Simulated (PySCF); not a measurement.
## Correlation energy of B (boron, neutral)

[He] 2s1 2p2, high-spin 4P determinant (an excited configuration). Calculation: PySCF 2.14, in x2c-QZVPPall (7s4p3d2f1g, 57 functions); the spin-free X2C one-electron Hamiltonian (Gaussian nucleus). Frozen: 1s2; 3 electrons correlated.

```json
{"level": "CCSD", "correlation energy (mhartree)": "-16.64"}
{"level": "(T)", "correlation energy (mhartree)": "-0.12"}
{"level": "CCSD(T)", "correlation energy (mhartree)": "-16.76"}
```

Diagnostics: T1 = 0.0040, D1 = 0.0061, largest double amplitude 0.035.

Question: Is a single reference adequate?

Answer: Yes: T1 lies below 0.03 and no double amplitude reaches 0.07.
